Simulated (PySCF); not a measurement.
Be(H)(Et) (C₂H₆Be), SMILES [BeH][CH2]C. Atoms are numbered in the order given.

```xyz
9

Be    -0.3016     1.6490     0.0000
H     -0.9711     2.8167     0.0000
C      0.5412     0.1884     0.0000
C     -0.3136    -1.0975     0.0000
H      1.2203     0.1775    -0.8741
H      1.2203     0.1775     0.8741
H     -0.9671    -1.1522     0.8837
H     -0.9671    -1.1522    -0.8837
H      0.3056    -2.0085     0.0000
```
Charge 0, spin multiplicity 1.

The structure is a stationary point at PBE-D3(BJ)/def2-TZVP.

These are HF/def2-TZVPD in PySCF values and carry that method's errors.

Mulliken values depend strongly on the basis, most of all with diffuse functions as here. ESP charges are fitted to the potential on shells at 1.4 to 2.0 van der Waals radii. Atomic charges (e):

```json
[
 {"atom": "Be1", "Mulliken": "0.18", "IAO": "1.30", "ESP fit": "0.45"},
 {"atom": "H2", "Mulliken": "-0.06", "IAO": "-0.59", "ESP fit": "…"},
 {"atom": "C3", "Mulliken": "-0.08", "IAO": "-0.91", "ESP fit": "…"},
 {"atom": "C4", "Mulliken": "-0.66", "IAO": "-0.34", "ESP fit": "-0.21"},
 {"atom": "H5", "Mulliken": "0.09", "IAO": "0.11", "ESP fit": "…"},
 {"atom": "H6", "Mulliken": "0.09", "IAO": "0.11", "ESP fit": "…"},
 {"atom": "H7", "Mulliken": "0.16", "IAO": "0.11", "ESP fit": "0.04"},
 {"atom": "H8", "Mulliken": "0.16", "IAO": "0.11", "ESP fit": "0.04"},
 {"atom": "H9", "Mulliken": "0.12", "IAO": "0.11", "ESP fit": "0.04"}
]
```

Question: What belongs in the gaps? (Estimate from the structure and the level; the computed values follow.)

Answer: 
- H2, ESP fit: -0.31
- C3, ESP fit: 0.05
- H5, ESP fit: -0.05
- H6, ESP fit: -0.05
